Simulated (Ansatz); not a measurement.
Calculated with Ansatz (gas phase, PBE0-D4/def2-TZVP geometries, no zero-point term in ΔE). CBS: MP2 limit from def2 TZ/QZ plus the TZ coupled-cluster correction, frozen cores. This one scheme is used for every species, atoms too. Functionals use def2-TZVPP. Open shells (•) are unrestricted, without spin–orbit coupling. Spin–orbit coupling would lower the free atoms: a little for Cl. One conformer a species, not always the lowest.

Consider the homolysis of the B–Cl bond: `SB(Cl)Cl` → `S[B]Cl`• + Cl•.

```json
{"level": "r2SCAN-D4", "ΔE (kJ/mol)": "485.5", "difference from CCSD(T)/CBS": "-14.3"}
{"level": "B97M-V", "ΔE (kJ/mol)": "504.0", "difference from CCSD(T)/CBS": "4.2"}
{"level": "PBE0-D4", "ΔE (kJ/mol)": "493.4", "difference from CCSD(T)/CBS": "-6.4"}
{"level": "r2SCAN0-D4", "ΔE (kJ/mol)": "479.3", "difference from CCSD(T)/CBS": "-20.5"}
{"level": "PBE-QIDH", "ΔE (kJ/mol)": "498.4", "difference from CCSD(T)/CBS": "-1.4"}
{"level": "revPBE", "ΔE (kJ/mol)": "468.6", "difference from CCSD(T)/CBS": "-31.2"}
{"level": "PBE0", "ΔE (kJ/mol)": "487.7", "difference from CCSD(T)/CBS": "-12.1"}
{"level": "r2SCAN0", "ΔE (kJ/mol)": "477.5", "difference from CCSD(T)/CBS": "-22.3"}
{"level": "LC-ωPBE", "ΔE (kJ/mol)": "482.2", "difference from CCSD(T)/CBS": "-17.6"}
{"level": "HF/def2-TZVPP", "ΔE (kJ/mol)": "366.3", "difference from CCSD(T)/CBS": "-133.5"}
{"level": "MP2/def2-TZVPP", "ΔE (kJ/mol)": "511.9", "difference from CCSD(T)/CBS": "12.1"}
{"level": "SCS-MP2/def2-TZVPP", "ΔE (kJ/mol)": "498.6", "difference from CCSD(T)/CBS": "-1.2"}
{"level": "CCSD(T)/def2-TZVPP", "ΔE (kJ/mol)": "485.4", "difference from CCSD(T)/CBS": "-14.4"}
{"level": "SCS-MP2/def2-QZVPP", "ΔE (kJ/mol)": "507.1", "difference from CCSD(T)/CBS": "7.3"}
{"level": "MP2/CBS(def2)", "ΔE (kJ/mol)": "526.3", "difference from CCSD(T)/CBS": "26.5"}
{"level": "CCSD/CBS(def2)", "ΔE (kJ/mol)": "487.8", "difference from CCSD(T)/CBS": "-12.0"}
{"level": "CCSD(T)/CBS", "ΔE (kJ/mol)": "499.8", "difference from CCSD(T)/CBS": "0"}
```

Largest T1 diagnostic among the species: 0.016.

From r2SCAN to r2SCAN0 (25 % exact exchange), in def2-TZVPP and without D4, ΔE moves by −6.6 kJ/mol: exact exchange takes away binding that semilocal exchange gives to molecules. Leaving LDA and LC-ωPBE aside and taking each functional with its dispersion term where it has one, the values, not all of them listed here, spread over 36.5 kJ/mol, from BHLYP-D4 to ωB97M-V. LDA lies +72.0 kJ/mol from PBE without D4, its usual overbinding. In def2-TZVPP, CCSD(T) changes the Hartree–Fock value by +119.1 kJ/mol (the triples alone add +11.9 kJ/mol) and MP2 by +145.7 kJ/mol; breaking electron pairs costs correlation energy, which Hartree–Fock lacks.

CCSD(T)/CBS has its own doubt, a few kJ/mol and more with outer-core shells, so smaller differences from it don't rank the levels.
